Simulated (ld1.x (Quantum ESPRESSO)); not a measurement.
**An odd input for ld1.x (Quantum ESPRESSO) 7.5 (Ar (Z = 18))**

Command:

```bash
ld1.x < Ar.in > Ar.out
```

Input:

```
&input
   title='Ar', zed=18., rel=1, dft='PBESOL', iswitch=3, isic=1,
   config='[Ne] 3s2 3p3 3d-2',
   nld=3, rlderiv=1.05, eminld=-7.0, emaxld=5.0, deld=0.02
 /
 &inputp
   pseudotype=1, tm=.true., lloc=1,
   nlcc=.true., new_core_ps=.true.,
   file_pseudopw='Ar.pp', file_wfcaegen='ae.wfc', file_wfcncgen='nc.wfc'
 /
3
3S  1  0   2.00   0.00  0.85  0.85  0.0
3D  3  2  -2.00   0.10  0.90  0.90  0.0
3P  2  1   3.00   0.00  0.95  0.95  0.0
 &test
   configts(1)='3s2 3p3'
 /
```

Output:

```
Program LD1 v.7.5

 %%%%%%%%%%%%%%%%%%%%%%%%%%%%%%%%%%%%%%%%%%%%%%%%%%%%%%%%%%%%%%%%%%%%%%%%%%%%%%
     Error in routine ld1_readin (1):
     SIC available with all-electron only
 %%%%%%%%%%%%%%%%%%%%%%%%%%%%%%%%%%%%%%%%%%%%%%%%%%%%%%%%%%%%%%%%%%%%%%%%%%%%%%

     stopping ...
```

This input was made by a single change from one that runs to its end. What was changed?

The change: self-interaction correction asked for in a generation. The program refuses the input: "ld1_readin: SIC available with all-electron only".
